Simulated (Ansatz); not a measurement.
```yaml
crystal:
  periodic: [false, false, false]
  atoms:
    - {symbol: P, position_ang: [-0.676671, -1.221053, -0.010807]}
    - {symbol: Ga, position_ang: [-0.006759, 0.988110, -0.033346]}
    - {symbol: H, position_ang: [0.107576, -1.586095, 1.113617]}
    - {symbol: H, position_ang: [0.266274, -1.655768, -0.977506]}
    - {symbol: H, position_ang: [0.258557, 1.692057, -1.409690]}
    - {symbol: H, position_ang: [0.051023, 1.782759, 1.317731]}
basis:
  gaussian: {orbitals: 6-31G, final_grid: {core_spheres: 20, valence_spheres: 16, degree: 47}}
hamiltonian: {xc: {name: BHLYP}}
```

```sh
$ ansatz run in.yaml --threads 2 --pin off --events-out ev --progress --plain --max-ram 4352MiB
```

Output, abridged:

```
Functional definition: BHLYP
518 factors; integrals over basis functions are off by at most 6.3e-4 eV
mean field evaluation 1: about -61719.2898 eV, gradient 1.4e1 eV
mean field evaluation 2: about -61719.6032 eV, gradient 1.1e1 eV
mean field evaluation 4: about -61719.8510 eV, gradient 3.8e-1 eV
mean field evaluation 8: about -61719.9065 eV, gradient 1.4e-2 eV
mean field -61719.90654141 eV, -2268.1647301416 hartree, gradient 8.3e-5 eV, S^2 0.000000; 0 other end points of the search recorded, 0 dependent functions left out
reference -61719.90670817 eV, -2268.1647362698 hartree; 25, 25 occupied and 25, 25 virtual orbitals, 518 factors
Total energy: -61719.90670817 eV, -2268.1647362698 hartree
```

Hardware: 2 threads of an Arm Neoverse N1 on a shared host. Wall time 2.1 s, peak host memory 0.3 GiB.
